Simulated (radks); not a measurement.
Q: These are the eigenvalues of the occupied orbitals of an atom or ion with whole-number occupations (eV). All-electron calculation, scalar-relativistic Kohn-Sham, SCAN, spin-polarised, spherical densities, finite nucleus; meta-GGA in the generalised Kohn-Sham scheme; Fermi nuclear charge, rms radius of each element as measured or else 0.836 A^(1/3) + 0.57 fm. Program: a radial shooting solver on a logarithmic mesh with Libxc functionals.

1s up: -48466.21
1s down: -48466.21
2s up: -8006.512
2s down: -8006.425
2p up: -7132.733
2p down: -7132.673
3s up: -1797.132
3s down: -1794.493
3p up: -1523.221
3p down: -1520.506
3d up: -1157.128
3d down: -1154.919
4s up: -388.2789
4s down: -381.9844
4p up: -297.5818
4p down: -291.2373
4d up: -171.0078
4d down: -164.4850
5s up: -74.6802
5s down: -72.4147
5p up: -52.0848
5p down: -50.3499
4f up: -35.0797

Which element is it, and in what charge state? The configuration may be excited. Open shells, if any, are filled with parallel spins first.

A: Z = 63, europium, charge +3: Eu3+ in [Xe] 4f6. The list shows which subshells hold electrons but not how many an open one holds; the 1s level, -1781.1 hartree, gives Z - s = 59.7 by -(Z - s)^2/2, which with screening and relativity narrows Z to a few neighbours, and the depths of the outer levels then fix element, charge and occupations together.
